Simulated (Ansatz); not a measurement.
Consider the cleavage of the Si–Si bond: `BN[SiH2][SiH3]` + CH₃NH₂ → `BN[SiH2]NC` + SiH₄.

Calculated with Ansatz (gas phase, PBE0-D4/def2-TZVP geometries, no zero-point term in ΔE). CBS: MP2 limit from def2 TZ/QZ plus the TZ coupled-cluster correction, frozen cores. This one scheme is used for every species. Functionals use def2-TZVPP. B3LYP here is the variant with VWN-RPA as its local correlation; programs differ in this. One conformer a species, not always the lowest.

```
             level  ΔE (kJ/mol)  difference from CCSD(T)/CBS
            PBE-D4        -52.6                         18.1
         r2SCAN-D4        -65.5                          5.2
           PBE0-D4        -57.7                         13.0
          B3LYP-D4        -70.1                          0.6
           ωB97X-V        -69.0                          1.7
           ωB97M-V        -75.6                         -4.9
               PBE        -50.9                         19.8
              PBE0        -56.3                         14.4
    MP2/def2-TZVPP        -79.6                         -8.9
SCS-MP2/def2-TZVPP        -80.0                         -9.3
   CCSD/def2-TZVPP        -72.4                         -1.7
CCSD(T)/def2-TZVPP        -71.4                         -0.7
     HF/def2-QZVPP        -82.5                        -11.8
SCS-MP2/def2-QZVPP        -79.9                         -9.2
      HF/CBS(def2)        -82.6                        -11.9
     MP2/CBS(def2)        -79.0                         -8.3
       CCSD(T)/CBS        -70.7                            0
```

Largest T1 diagnostic among the species: 0.013.

From PBE to PBE0 (25 % exact exchange), in def2-TZVPP and without D4, ΔE moves by −5.4 kJ/mol.
